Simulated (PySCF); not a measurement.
H2O4W, SMILES [O]=[W](=[O])([OH])[OH], multiplicity 1.

Coordinates come from a PBE0-D3(BJ)/def2-SVP optimisation. A frequency run showed that this geometry is not a minimum. The multiplicity is an assumed one; no other spin state was optimised. The isomer is the one that the SMILES or the coordinates give; other isomers of the formula were not compared. The def2 effective core potentials stand for the cores of W; spin–orbit coupling is left out. One conformer was computed; it need not be the lowest.

Two levels are set side by side: PBE/def2-TZVP (PySCF) and r2SCAN/def2-TZVP (PySCF). Same geometry, gas phase. Differences are taken from unrounded values.

```
quantity                     r2SCAN
---------------------------  ------
orbital gap (eV)               5.24
highest occupied level (eV)   -7.55
lowest empty level (eV)       -2.30
dipole moment (D)              2.19
mean polarisability (bohr³)    48.1
```

Task: What does PBE give, and how far is it from r2SCAN? (Estimate from the structure and the level; the computed values follow.)

Result: 
| quantity | PBE | PBE minus r2SCAN |
|---|---|---|
| orbital gap (eV) | 4.79 | -0.45 |
| highest occupied level (eV) | -7.18 | 0.36 |
| lowest empty level (eV) | -2.39 | -0.09 |
| dipole moment (D) | 2.13 | -0.06 |
| mean polarisability (bohr³) | 49.5 | 1.4 |

Rough cost on one machine, each run with all the roots and properties that it gave: r2SCAN against PBE about 4 times.
